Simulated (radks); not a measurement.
Initial-state core-level shifts of the indium ion In+ when its valence configuration changes from [Kr] 4d10 5s2. Method: Dirac Kohn-Sham, PBEsol, spin-unpolarised, spherical densities, finite nucleus; open shells fill j = l - 1/2 first; Fermi nuclear charge, rms radius 4.6156 fm; computed with a radial shooting solver on a logarithmic mesh with Libxc functionals. Shifts are changes of the shell-averaged eigenvalues in eV (positive: less bound); the change of the density at the nucleus, which sets a Mossbauer isomer shift, is in e/bohr^3, on a base of 1.745e+05.

valence                2s       3p       3d       4s  density at nucleus
4d9 5s2 5p1        -7.747   -7.558   -7.603   -6.826              +16.06
4d8 5s2 5p2       -15.756  -15.302  -15.405  -13.619              +33.63
4d9.5 5s2 5p0.5    -3.842   -3.757   -3.778   -3.418               +7.83
4d10 5s1.5 5p0.5   -0.727   -0.737   -0.736   -0.746              -15.78
4d9.5 5s1 5p1.5    -5.212   -5.148   -5.166   -4.817              -26.61
4d9 5s1 5p2        -9.061   -8.893   -8.935   -8.161              -20.75
4d10 5s1 5p1       -1.433   -1.455   -1.452   -1.472              -32.09
4d9 5p3           -10.544  -10.395  -10.435   -9.665              -60.09
4d10 5p2           -2.794   -2.839   -2.832   -2.872              -66.24
